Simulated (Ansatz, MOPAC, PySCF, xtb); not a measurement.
Bond stretch in AlBe (anion, charge -1), lowest singlet found (which spin is the ground state isn't settled by this scan).

- PM7, restricted, heats of formation (MOPAC)
- GFN1-xTB (xtb)
- UMP2/6-31G* = unrestricted MP2 (frozen core)/6-31G*, spherical d (PySCF)
- FCI = full CI/aug-cc-pVDZ, frozen core (Ansatz, a program for electronic structure)

Energies relative to the lowest point of each curve between 1.89 and 2.47 Å, where full CI is lowest, in kJ/mol; the last columns give the difference from FCI:

```
R / Å    PM7  GFN1-xTB  UMP2/6-31G*    FCI  PM7 − FCI  GFN1-xTB − FCI  UMP2/6-31G* − FCI
-----  -----  --------  -----------  -----  ---------  --------------  -----------------
1.57   651.0     555.7        361.5  417.5      233.5           138.2              -56.0
1.71   332.5     258.4        191.2  236.7       95.9            21.7              -45.5
1.81   183.9     142.8        111.8  149.8       34.1            -7.0              -38.0
1.89   102.2      84.9         67.5   99.6        2.6           -14.7              -32.0
1.96    53.1      51.1         39.8   66.8      -13.6           -15.6              -26.9
2.08     8.0      17.4         16.2   29.2      -21.2           -11.8              -13.0
2.11     3.1      12.3         12.5   22.8      -19.7           -10.5              -10.3
2.19     0.0       3.5          5.1   10.2      -10.2            -6.8               -5.1
2.26     7.3       0.1          1.6    3.7        3.6            -3.6               -2.2
2.35    27.3       0.0          0.0    0.0       27.3             0.0                0.0
2.47    67.1       5.4          1.6    0.9       66.2             4.5                0.7
```

PM7 is furthest from FCI at 1.57 (233.5 kJ/mol, above); its mean absolute difference over the points is 48.0 kJ/mol.

GFN1-xTB is furthest from FCI at 1.57 (138.2 kJ/mol, above); its mean absolute difference over the points is 21.3 kJ/mol.

UMP2/6-31G* is furthest from FCI at 1.57 (-56.0 kJ/mol, below); its mean absolute difference over the points is 20.9 kJ/mol.

The scan ran from 1.57 to 7.37 Å; beyond the distances shown full CI changes its symmetry label. The restricted form behind PM7 keeps the bonding electrons paired and can't separate into open-shell fragments. Where the anion isn't bound against loss of the electron, the finite basis alone holds it. The unrestricted determinant behind UMP2/6-31G* is spin-contaminated at 1.57 to 2.47 Å (<S²> up to 1.8, against 0.00 for a pure singlet).
